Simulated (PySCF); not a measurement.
1-bromo-1-fluoropropa-1,2-diene (C₃H₂BrF), SMILES C=C=C(F)Br.

Geometry: PBE0-D3(BJ)/def2-SVP.

All values below come from r2SCAN/def2-TZVP in PySCF.

Gas-phase values at a fixed geometry.

total energy: -2789.39982 hartree
point group: Cs
highest occupied level: -6.31 eV
lowest empty level: -2.14 eV
orbital gap: 4.18 eV
dipole moment: 1.82 D
quadrupole, principal values (traceless, Buckingham form, about the centre of nuclear charge): -5.64, -2.10, 7.75 D·Å
mean static polarisability: 59.3 bohr³ (8.78 Å³)
polarisability, principal values: 37.1, 46.5, 94.2 bohr³
